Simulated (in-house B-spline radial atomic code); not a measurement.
Ir⁴⁺. Computed with a B-spline radial atomic code. Model: all-electron spherical atom, spin shells full or empty, radial basis limit, no spin-orbit coupling, Breit or QED, empty-state partial waves extrapolated as (l+1/2)^-4, RPA, G0W0 and static COHSEX of the highest shell as one setting changes (uncorrelated shells keep exact exchange).

Empty levels are discrete states of a finite basis, so the steps are uneven.

Without the two-electron picture change, core correlation of heavy ions comes too large.

Given: element Ir; charge 4; filled core Xe; hamiltonian one-electron scalar X2C; mean-field start PBE0; highest l of empty states 9; nuclear rms radius 5.4032 fm; lowest nl shells left uncorrelated 11; highest mean-field shell 5d up; box radius 11.96 bohr.

Shell: 4f 7 7, 5d 5 0 (electrons up and down).

```json
{"highest empty level kept (hartree)": "8.33", "RPA correlation energy (hartree)": "-0.38904", "G0W0 level (eV)": "-59.227", "G0W0 minus most complete (meV)": "329.4", "COHSEX level (eV)": "-60.812", "linearised minus solved G0W0 (meV)": "-17.2"}
{"highest empty level kept (hartree)": "16.67", "RPA correlation energy (hartree)": "-0.43159", "G0W0 level (eV)": "-59.396", "G0W0 minus most complete (meV)": "160.2", "COHSEX level (eV)": "-61.277", "linearised minus solved G0W0 (meV)": "-18.5"}
{"highest empty level kept (hartree)": "29.17", "RPA correlation energy (hartree)": "-0.45706", "G0W0 level (eV)": "-59.496", "G0W0 minus most complete (meV)": "60.5", "COHSEX level (eV)": "-61.557", "linearised minus solved G0W0 (meV)": "-19.4"}
{"highest empty level kept (hartree)": "50", "RPA correlation energy (hartree)": "-0.46815", "G0W0 level (eV)": "-59.537", "G0W0 minus most complete (meV)": "19.4", "COHSEX level (eV)": "-61.67", "linearised minus solved G0W0 (meV)": "-19.8"}
{"highest empty level kept (hartree)": "83.33", "RPA correlation energy (hartree)": "-0.47291", "G0W0 level (eV)": "-59.552", "G0W0 minus most complete (meV)": "3.9", "COHSEX level (eV)": "-61.714", "linearised minus solved G0W0 (meV)": "-19.9"}
{"highest empty level kept (hartree)": "150", "RPA correlation energy (hartree)": "-0.47359", "G0W0 level (eV)": "-59.554", "G0W0 minus most complete (meV)": "1.7", "COHSEX level (eV)": "-61.724", "linearised minus solved G0W0 (meV)": "-19.9"}
{"highest empty level kept (hartree)": "250", "RPA correlation energy (hartree)": "-0.47387", "G0W0 level (eV)": "-59.555", "G0W0 minus most complete (meV)": "0.8", "COHSEX level (eV)": "-61.728", "linearised minus solved G0W0 (meV)": "-19.9"}
{"highest empty level kept (hartree)": "500", "RPA correlation energy (hartree)": "?", "G0W0 level (eV)": "?", "G0W0 minus most complete (meV)": "?", "COHSEX level (eV)": "?", "linearised minus solved G0W0 (meV)": "?"}
{"highest empty level kept (hartree)": "1000", "RPA correlation energy (hartree)": "?", "G0W0 level (eV)": "?", "G0W0 minus most complete (meV)": "?", "COHSEX level (eV)": "?", "linearised minus solved G0W0 (meV)": "?"}
{"highest empty level kept (hartree)": "2083.3", "RPA correlation energy (hartree)": "-0.4741", "G0W0 level (eV)": "-59.556", "G0W0 minus most complete (meV)": "0", "COHSEX level (eV)": "-61.732", "linearised minus solved G0W0 (meV)": "-19.9"}
{"highest empty level kept (hartree)": "5000", "RPA correlation energy (hartree)": "-0.47411", "G0W0 level (eV)": "-59.556", "G0W0 minus most complete (meV)": "0", "COHSEX level (eV)": "-61.732", "linearised minus solved G0W0 (meV)": "-19.9"}
{"highest empty level kept (hartree)": "16667", "RPA correlation energy (hartree)": "-0.47411", "G0W0 level (eV)": "-59.556", "G0W0 minus most complete (meV)": "0", "COHSEX level (eV)": "-61.732", "linearised minus solved G0W0 (meV)": "-19.9"}
```

Question: What follows for highest empty level kept = 1000?

Answer: RPA correlation energy -0.47409 hartree; G0W0 level -59.556 eV; G0W0 minus most complete 0.1 meV; COHSEX level -61.732 eV; linearised minus solved G0W0 -19.9 meV.

Question: What follows for highest empty level kept = 500?

Answer: RPA correlation energy -0.47404 hartree; G0W0 level -59.556 eV; G0W0 minus most complete 0.2 meV; COHSEX level -61.731 eV; linearised minus solved G0W0 -19.9 meV.
